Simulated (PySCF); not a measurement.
C9H10F3 (charge +1).
Numbering: `[CH2:1]=[CH:2][C:3]1=[CH:4][CH2:5][C@@H:6]([CH2:7][C:8]([F:9])([F:10])[F:11])[CH+:12]1` (hydrogens: H13, H14 on C1; H15 on C2; H16 on C4; H17, H18 on C5; H19 on C6; H20, H21 on C7; H22 on C12)

Theory: PBE0-D3(BJ)/def2-SVP geometry optimisation, gas phase (PySCF 2.14.0).

Q: List the bond lengths, angles and torsions at this level.

A: 
```
         bond  length (Å)
        C1=C2       1.337
        C2–C3       1.461
        C3=C4       1.402
        C4–C5       1.459
        C5–C6       1.528
        C6–C7       1.533
        C7–C8       1.516
C8–F9, C8–F11       1.337
       C8–F10       1.319
       C6–C12       1.469
       C3–C12       1.399
       C1–H13       1.094
       C1–H14       1.092
       C2–H15       1.094
       C4–H16       1.096
       C5–H17       1.107
       C5–H18       1.109
       C6–H19       1.115
       C7–H20       1.100
       C7–H21       1.100
      C12–H22       1.096
```

Bonds in one row agree within 0.01 Å and their mean is given. A selection of angles:
```
     angle  degrees
  C1–C2–C3    125.0
  C2–C3–C4    125.5
 C2–C3–C12    128.9
 C4–C3–C12    105.6
  C3–C4–C5    113.1
  C4–C5–C6    104.3
  C5–C6–C7    118.0
 C5–C6–C12    103.3
 C7–C6–C12    114.3
  C6–C7–C8    111.8
  C7–C8–F9    110.8
 F9–C8–F10    108.3
F10–C8–F11    108.8
 C3–C12–C6    113.4
```

Torsions: C1–C2–C3–C4 179° (antiperiplanar); C2–C3–C4–C5 179° (antiperiplanar); C3–C4–C5–C6 4° (synperiplanar); C4–C5–C6–C7 -132° (anticlinal); C5–C6–C7–C8 -66° (synclinal); C6–C7–C8–F9 64° (synclinal); C5–C6–C12–C3 4° (synperiplanar); C2–C3–C12–C6 178° (antiperiplanar).

C3 (carbon bonded to 3 C) is planar (angles 128.9°, 125.5° and 105.6°, sum 360.0°, 0.00 Å off the plane of its three neighbours). C4 (carbon bonded to 2 C and H) is planar (angles 123.6°, 123.3° and 113.1°, sum 360.0°, 0.00 Å off the plane of its three neighbours). The C–C distances run from 1.337 Å (C1=C2, drawn double) to 1.533 Å (C6–C7, drawn single), a spread of 0.196 Å. C2 (alkene CH carbon) is planar (angles 125.0°, 119.6° and 115.5°, sum 360.0°, 0.00 Å off the plane of its three neighbours). The C–F distances run from 1.319 Å (C8–F10, drawn single) to 1.340 Å (C8–F9, drawn single), a spread of 0.021 Å. C1 (terminal =CH2 carbon) is planar (angles 123.1°, 120.6° and 116.3°, sum 360.0°, 0.00 Å off the plane of its three neighbours). C12 (carbon bonded to 2 C and H) is planar (angles 124.3°, 122.2° and 113.4°, sum 360.0°, 0.01 Å off the plane of its three neighbours).

Point group: C1 (no symmetry element, even within 0.4 Å). PBE0-D3(BJ)/def2-SVP frequencies: not computed here.

One conformer stands for the species.
